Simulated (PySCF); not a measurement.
# How methods differ on the excitation energy of B⁺

B⁺ [He] 2s2 (1S) → B⁺ [He] 2s1 2p1 (3P), as a difference of total energies. All numbers are calculated (PySCF 2.14, no relativity, point nucleus, in dyall-av2z (11s7p2d, 42 functions)). Correlated levels: valence: 1s2 frozen; virtual orbitals above 40 to 60 times the deepest correlated orbital energy dropped. The calculations carry no spin-orbit coupling.

```json
{"method": "UHF", "excitation energy (eV)": "3.133", "error (eV)": "-1.498"}
{"method": "MP2 (valence)", "excitation energy (eV)": "4.021", "error (eV)": "-0.610"}
{"method": "SCS-MP2 (valence)", "excitation energy (eV)": "4.263", "error (eV)": "-0.368"}
{"method": "CCSD (valence)", "excitation energy (eV)": "4.661", "error (eV)": "+0.030"}
```

Reference: 4.631 eV (measured; NIST levels, between the centres of gravity of the two terms).

Errors of the correlated levels include the incompleteness of this basis and the frozen core.

With two correlated electrons CCSD is exact in that space.

The coupled-cluster amplitudes are large for the lower state (T1 above 0.03 or a double amplitude above 0.15), so a single reference is strained.
